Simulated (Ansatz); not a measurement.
C2H5AlSi, SMILES `C#C[SiH2][AlH2]`. Total charge 0; spin multiplicity 1.

```xyz
9

C    -1.073   -1.169   -1.862
C    -0.518   -1.044   -0.796
Si    0.326   -0.690    0.792
Al    0.547    1.755    0.701
H    -1.562   -1.301   -2.799
H     1.612   -1.440    0.811
H    -0.527   -1.207    1.896
H    -0.621    2.681    1.247
H     1.816    2.414    0.010
```

Question: List the harmonic frequencies (cm⁻¹, unscaled) at PBE0-D4/def2-TZVP in Ansatz. (Estimate.)

Answer: Computed: 55, 66, 232, 290, 311, 399, 515, 557, 626, 703, 716, 729, 732, 794, 929, 1914, 1927, 2143, 2208, 2214, 3464.

Question: Is this a minimum?

Answer: Yes, all 21 modes are real.

Question: Give the ideal-gas thermochemistry at 298.15 K and 1 bar (rigid rotor, harmonic oscillator; point group Cs, symmetry number 1).

Answer: Zero-point energy 128.7 kJ/mol; H(298) − E = 150.2 kJ/mol; entropy 349.3 J/(mol·K), of which translation 164.1, rotation 111.6, vibration 73.6; G(298) − E = 46.0 kJ/mol. Modes under 100 cm⁻¹ are hindered rotations or soft bends, so the harmonic entropy is rough.

Question: And at 400, 500, 600, 800 and 1000 K?

Answer: 
```
T (K)  H − E (kJ/mol)  S (J/mol/K)  G − E (kJ/mol)
  400           162.2        384.0             8.6
  500           175.5        413.6           -31.3
  600           189.9        439.8           -74.0
  800           221.1        484.6          -166.6
 1000           254.8        522.1          -267.3
```

Question: Rotational constants (cm⁻¹)?

Answer: 0.2485, 0.07932, 0.06315.
